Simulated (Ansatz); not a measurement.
Basis-set extrapolation for `CCCCSSCCCC` (PBE0-D4/def2-TZVP geometry, frozen core, the Gaussian-basis code of Ansatz). Multiplicity 1, RHF reference.

```json
{"": "HF", "def2-TZVPP": "-1108.635900", "def2-QZVPP": "-1108.673182"}
{"": "MP2 correlation", "def2-TZVPP": "-1.759874", "def2-QZVPP": "-1.879652"}
{"": "CCSD(T) correlation", "def2-TZVPP": "-1.952236", "def2-QZVPP": "not run"}
```

Energies in hartree. Use E(X) = E(∞) + A·exp(−7.88·√X) for Hartree–Fock and E(X) = E(∞) + B·X^(−2.97) for correlation, with X = 3 and 4, and add CCSD(T) minus MP2 of the smaller set to the MP2 limit.

What is the CCSD(T) energy at the basis-set limit?

HF limit: -1108.673182 + (-0.037282) × 0.13774 = -1108.67832. MP2 limit: -1.879652 + (-0.119778) × 0.74074 = -1.96838. Higher-order term: -1.952236 − (-1.759874) = -0.19236. Total: -1110.83906 hartree, 157.5 kcal/mol below CCSD(T)/def2-TZVPP.
